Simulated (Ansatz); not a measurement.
`N[SiH2][CH2][GaH2]` + H₂ → `[SiH3][CH2][GaH2]` + NH₃ at 700 K and 1 bar (hydrogenolysis of the Si–N bond).

Computed with Ansatz on PBE0-D4/def2-TZVP structures; ΔE is electronic, products minus reactants. CCSD(T)/CBS is the MP2 limit (def2-TZVPP, def2-QZVPP) plus CCSD(T) − MP2 in def2-TZVPP, frozen cores. This one scheme is used for every species. For Ga outer-core shells are correlated without core-valence functions, which leaves a few kJ/mol of doubt a bond. Scalar relativity is left out up to krypton. One conformer a species, not always the lowest.

```csv
species,CCSD(T)/CBS energy (Eh),H − E (kJ/mol),S (J/(mol·K))
`N[SiH2][CH2][GaH2]`,-2310.60918,307.9,513.4
H₂,-1.17544,46.8,155.3
`[SiH3][CH2][GaH2]`,-2255.26496,243.1,450.3
NH₃,-56.50880,116.9,226.5
```

H − E and S are ideal-gas, rigid-rotor, harmonic terms from PBE0-D4/def2-TZVP, for one conformer and one mirror image of each species. For small species the MP2-based limit differs from directly extrapolated CCSD(T) by up to some mEh (0.8 for H₂); such offsets cancel only in part. 1 Eh = 2625.50 kJ/mol, R = 8.31446 J/(mol·K).

By hand: ΔE, ΔH, ΔS and ΔG.

ΔE = (-2255.26496) + (-56.50880) − (-2310.60918) − (-1.17544) = 0.01086 Eh = 28.5 kJ/mol. Δ(H − E) = 243.1 + 116.9 − 307.9 − 46.8 = 5.3, so ΔH = 33.8 kJ/mol. ΔS = 450.3 + 226.5 − 513.4 − 155.3 = 8.1 J/(mol·K). ΔG = 33.8 − 700 × (8.1)/1000 = 28.1 kJ/mol.

By hand: the equilibrium constant, and the temperature at which ΔG would vanish if ΔH and ΔS stayed fixed.

log₁₀ K = −ΔG/(RT ln 10) = -2.1. ΔG = 0 at ΔH/ΔS = 4173 K, far beyond where these terms or the molecules hold.

The number of gas molecules stays the same, so ΔS is small and ΔH decides. A doubt of 5 kJ/mol in ΔE shifts log₁₀ K by 0.4 here. Other conformers and mirror images would add mixing entropy, several J/(mol·K) or more a flexible species. Modes under 60 cm⁻¹, often nearly free rotors, make the harmonic entropy too high. These are equilibria of isolated gas molecules and say nothing of rates. Largest T1 diagnostic: 0.012 (customary marks: 0.02 for closed shells, 0.045 for open ones).
